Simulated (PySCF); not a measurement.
# C₆ coefficients of unlike pairs at TPSS

Calculated with PySCF 2.14 from the dipole response of each species, C₆(A,B) = (3/π) ∫ α_A(iu) α_B(iu) du, in atomic units, from isotropic polarisabilities. For ions this is the dispersion term alone; charge-induced terms of lower order in 1/R come first.

| species | configuration | basis | relativity | α (bohr³) | C₆ (like pair) |
| --- | --- | --- | --- | --- | --- |
| Cr³⁺ | [Ar] 3d3 (4F) | aug-cc-pVTZ with one added diffuse shell each of s, p, d, f, g type (9s8p6d4f3g) | none | 2.154 | 5.443 |
| P³⁺ | [Ne] 3s2 (1S) | aug-cc-pCVTZ-DK with one added diffuse shell each of s, p, d, f type (9s8p6d4f) | spin-free X2C | 6.934 | 17.92 |
| Sn³⁺ | [Kr] 4d10 5s1 (2S) | aug-cc-pVTZ-PP with ECP28MDF (6s5p4d2f) | core potential | 9.167 | 30.95 |
| Ne | [Ne] (1S) | aug-cc-pCVTZ-DK with one added diffuse shell each of s, p, d, f type (8s7p5d3f) | spin-free X2C | 2.989 | 7.254 |

**Question.** Estimate C₆ for Ne with Sn³⁺.

**Answer.** The integral gives 14.25. The combination rule 2 C_A C_B / (C_A α_B/α_A + C_B α_A/α_B) gives 13.88 and the geometric mean 14.98.

No spin-orbit coupling is included.

The other pairs:

```tsv
pair	C₆
Ne, Cr³⁺	6.201
Ne, P³⁺	10.55
Sn³⁺, Cr³⁺	11.64
Sn³⁺, P³⁺	23.43
P³⁺, Cr³⁺	8.472
```
